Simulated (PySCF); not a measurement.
Geometries of 2 isomers of C5H8F2Si, from PySCF, PBE0-D3(BJ)/def2-SVP geometry optimisation, gas phase. One conformer each, no zero-point energy, no frequencies.

**Question.** Which is lower in electronic energy at this level?
A.
```xyz
16
angstrom
F      2.704    1.100   -0.817
C      1.997   -0.024   -0.541
F      2.819   -0.859    0.141
C      0.788    0.301    0.298
C     -0.188    1.226   -0.384
C     -1.489    0.904   -0.405
C     -1.952   -0.373    0.246
Si    -0.314   -1.199    0.735
H      1.741   -0.502   -1.504
H      1.187    0.769    1.217
H      0.181    2.153   -0.835
H     -2.221    1.569   -0.877
H     -2.560   -0.984   -0.442
H     -2.597   -0.167    1.119
H      0.012   -2.377   -0.126
H     -0.217   -1.606    2.166
```
B.
```xyz
16
angstrom
F      2.789   -0.370    1.240
C      2.118    0.175    0.186
F      2.786    1.296   -0.203
Si     0.326    0.616    0.709
C     -0.662    1.131   -0.820
C     -1.403   -0.144   -1.137
C     -1.389   -1.150   -0.248
C     -0.632   -0.980    1.046
H      2.167   -0.550   -0.650
H      0.418    1.600    1.825
H     -1.360    1.964   -0.619
H     -0.022    1.467   -1.653
H     -1.959   -0.233   -2.077
H     -1.932   -2.080   -0.444
H     -1.319   -0.892    1.906
H      0.023   -1.839    1.269
```

**Answer.** A. That is `FC(F)[C@H]1C=CC[SiH2]1`, 5.5 kcal/mol below the other.

```json
{"SMILES": "FC(F)[C@H]1C=CC[SiH2]1", "atoms numbered as above": "[F:1][CH:2]([F:3])[C@H:4]1[CH:5]=[CH:6][CH2:7][SiH2:8]1", "E (Eh)": "-683.59767", "relative (kcal/mol)": "0.0", "relative (kJ/mol)": "0.0", "dipole (D)": "2.50"}
{"SMILES": "FC(F)[SiH]1CC=CC1", "atoms numbered as above": "[F:1][CH:2]([F:3])[SiH:4]1[CH2:5][CH:6]=[CH:7][CH2:8]1", "E (Eh)": "-683.58883", "relative (kcal/mol)": "5.5", "relative (kJ/mol)": "23.2", "dipole (D)": "2.34"}
```
